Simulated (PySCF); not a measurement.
HO₄S, SMILES [O]S(=O)(=O)O (connectivity only; charge and spin as stated), charge -1, multiplicity 1.

Geometry: PBE0-D3(BJ)/def2-SVPD. The spin state was assumed, not searched. The isomer is the one that the SMILES or the coordinates give; other isomers of the formula were not compared. The values are those of a single conformer.

All values below come from M06-2X/def2-SVPD (PySCF).

Symmetry labels are those of the subgroup Cs that the program uses (full group Cs).

Question: List the valence orbital energies around the gap with their symmetry. (Estimate from the structure and the level; the computed values follow.)

Answer: 
```json
[
 {"orbital": "HOMO−7", "symmetry": "A'", "energy (eV)": "-9.27"},
 {"orbital": "HOMO−6", "symmetry": "A\"", "energy (eV)": "-7.37"},
 {"orbital": "HOMO−5", "symmetry": "A'", "energy (eV)": "-6.51"},
 {"orbital": "HOMO−4", "symmetry": "A\"", "energy (eV)": "-6.49"},
 {"orbital": "HOMO−3", "symmetry": "A'", "energy (eV)": "-6.22"},
 {"orbital": "HOMO−2", "symmetry": "A'", "energy (eV)": "-5.32"},
 {"orbital": "HOMO−1", "symmetry": "A\"", "energy (eV)": "-4.93"},
 {"orbital": "HOMO", "symmetry": "A\"", "energy (eV)": "-4.31"},
 {"orbital": "LUMO", "symmetry": "A'", "energy (eV)": "4.24"},
 {"orbital": "LUMO+1", "symmetry": "A'", "energy (eV)": "4.99"},
 {"orbital": "LUMO+2", "symmetry": "A'", "energy (eV)": "5.13"},
 {"orbital": "LUMO+3", "symmetry": "A\"", "energy (eV)": "5.14"}
]
```
